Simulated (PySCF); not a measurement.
SMILES [C]#CC (C₃H₃), doublet (B3LYP/def2-SVP optimised geometry):

```
6

C     -1.535    -0.109     0.000
C     -0.320    -0.109     0.000
C      1.142    -0.109     0.000
H      1.535    -0.326     1.006
H      1.535    -0.871    -0.691
H      1.535     0.871    -0.315
```

Computed with unrestricted B3LYP/def2-TZVP (PySCF).

Problem. What are the frontier orbital energies (α orbitals alone; a β orbital can be the lowest empty one) and the dipole moment?

Solution. HOMO-2 -9.13 eV, HOMO-1 -8.26 eV, HOMO -7.78 eV, LUMO 0.26 eV, LUMO+1 0.45 eV; dipole moment 4.46 D.

On the same geometry unrestricted PBE/def2-TZVP (PySCF) gives HOMO-2 -9.14 eV, HOMO-1 -6.95 eV, HOMO -6.95 eV, LUMO -0.13 eV, LUMO+1 -0.13 eV; dipole moment 1.69 D.

Meta-Löwdin charges at B3LYP/def2-TZVP: C1 -0.20, C2 0.07, C3 -0.33, H4 0.16, H5 0.14, H6 0.16.
